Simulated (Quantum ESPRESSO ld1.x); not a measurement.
Trend from Mg4+ to Ar4+: ionisation energy by Delta-SCF between NIST ground configurations, and size. Method: non-relativistic Kohn-Sham, LDA (Slater exchange, Perdew-Wang correlation), spin-polarised, spherical densities, point nucleus; open shells are filled with parallel spins first; computed with ld1.x of Quantum ESPRESSO 7.5.

| species | configuration | IE (eV) | NIST (eV) | kind | -e(HOMO) (eV) | r at 0.001 e/bohr^3 (bohr) |
|---|---|---|---|---|---|---|
| Mg4+ | [He] 2s2 2p4 | 140.98 | 141.33 | semi-emp. | 125.15 (2p) | 1.89 |
| Al4+ | [He] 2s2 2p5 | 154.35 | 153.83 | semi-emp. | 137.02 (2p) | 1.84 |
| Si4+ | [Ne] | 167.13 | 166.77 | exp. | 148.55 (2p) | 1.79 |
| P4+ | [Ne] 3s1 | 65.429 | 65.025 | exp. | 59.505 (3s) | 2.75 |
| S4+ | [Ne] 3s2 | 72.478 | 72.595 | exp. | 65.874 (3s) | 2.80 |
| Cl4+ | [Ne] 3s2 3p1 | 67.670 | 67.7 | semi-emp. | 60.394 (3p) | 2.82 |
| Ar4+ | [Ne] 3s2 3p2 | 74.842 | 74.8 | semi-emp. | 66.854 (3p) | 2.78 |

Reference values: NIST Atomic Spectra Database (exp. = measured, semi-emp. = semi-empirical, theory = theoretical value adopted there). Open shells are spherical and high-spin; term and fine-structure splittings are not resolved.
